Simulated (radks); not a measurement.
Question: The table gives one normalised radial function P(r) = r R(r) of Tc5+ in [Kr] 4d2 (r in bohr). All-electron calculation, scalar-relativistic Kohn-Sham, LDA (Slater exchange, Perdew-Wang correlation), spin-polarised, spherical densities, point nucleus; open shells are filled with parallel spins first (spin-orbit coupling, left out, can overturn this in heavy ions). Program: a radial shooting solver on a logarithmic mesh with Libxc functionals.

r	P
0.004976	0.1453
0.006428	0.1728
0.00837	0.2018
0.0109	0.2278
0.01419	0.2451
0.01848	0.2450
0.02387	0.2179
0.03108	0.1510
0.04047	0.0375
0.0527	-0.1167
0.06862	-0.2818
0.08936	-0.3976
0.1154	-0.3867
0.1503	-0.1901
0.1957	0.1675
0.2548	0.5234
0.3318	0.6267
0.4321	0.3105
0.5582	-0.3071
0.7268	-0.9203
0.9464	-1.1518
1.232	-0.9317
1.605	-0.5129
2.089	-0.1862
2.699	-0.0434
3.514	-0.0052
4.576	-0.0003

Which n and l does it have? It may be an empty orbital.

Answer: n = 4, l = 0: the number of nodes gives n - l - 1 = 3, the rise at small r (about r^(l+1), flatter next to the nucleus through relativity) gives l, and the extent must fit the shell. The curve is that of 4s down; the table hardly tells the two spins apart. 4s down: eigenvalue -134.97 eV, 3 radial nodes at r = 0.0434, 0.175, 0.496 bohr, <r> = 1.03 bohr, 90 % of the charge inside 1.49 bohr.
